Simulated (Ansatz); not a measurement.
The molecule InCo, multiplicity 3 (lowest of 2S+1 = 1, 3, 5 at PBE0/def2-TZVPP; our sources give no spin for the ground state, which may be another). No spin–orbit coupling. Co is treated without relativity.

Constants: fifth-degree fit in 1/R to seven points, most abundant isotopes. In def2 and cc sets the state is the lowest found near the PBE0 minimum, followed along R.

Correlated levels freeze the inner cores; with def2 sets outer-core shells near the valence are correlated too.

Codes used: Ansatz (Gaussian basis) for Hartree–Fock, density functionals and correlated methods.  In def2 rows elements past Kr take small-core potentials, without spin–orbit coupling.

What bond length and harmonic frequency does PBE/def2-TZVPP give?

r_e = 2.604 Å, ω_e = 184 cm⁻¹.

What bond length and harmonic frequency does B3LYP/def2-TZVPP give?

r_e = 2.646 Å, ω_e = 175 cm⁻¹.

What bond length and harmonic frequency does B2PLYP/def2-TZVPP give?

r_e = 2.597 Å, ω_e = 188 cm⁻¹.

Ansatz is a first-principles code.
